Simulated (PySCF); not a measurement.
Predicted microwave data (PBE0/pcSseg-1 in PySCF (dipole) on a GFN2-xTB geometry, gas phase) for one isomer of C5H10NPSi2:

| Property | Result |
| --- | --- |
| Rotational constants | A = 1279, B = 593.5, C = 423.6 MHz |
| Dipole components | \|μa\| = 1.53 D, \|μb\| = 2.60 D, \|μc\| = 0.80 D |
| Inertial defect | -53.90 u·Å² |
| κ | -0.60 |

**Question.** Which candidate fits, each taken in the one conformer that was computed?
A. `[CH:1]#[C:2][C@@H:3]([CH3:4])[Si@H:5]([C:6]#[N:7])[SiH2:8][PH2:9]` with C2–C3–Si5–C6 -179°, C3–Si5–Si8–P9 166°, Si5–Si8–P9–H 47° and -46°
B. `[CH:1]#[C:2][SiH2:3][Si@:4]([NH2:5])([PH2:6])[C:7]#[C:8][CH3:9]` with C2–Si3–Si4–N5 -62°, Si3–Si4–N5–H 56° and -164°, Si3–Si4–P6–H -59° and 34°

**Answer.** A. It is C#C[C@@H](C)[Si@H](C#N)[SiH2]P, an asymmetric top, point group C1. The candidates at the same level (rigid rotor, commonest isotopes):

```tsv
SMILES	A (MHz)	B (MHz)	C (MHz)	μa (D)	μb (D)	μc (D)	Δ (u·Å²)	point group	rotor
C#C[SiH2][Si@](N)(P)C#CC	875.8	704.5	465.8	0.18	2.04	0.68	-209.52	C1	asymmetric top
C#C[C@@H](C)[Si@H](C#N)[SiH2]P	1279	593.5	423.6	1.53	2.60	0.80	-53.90	C1	asymmetric top
```

`C#C[SiH2][Si@](N)(P)C#CC` has A 32 % too low. No structure here is proved a minimum.
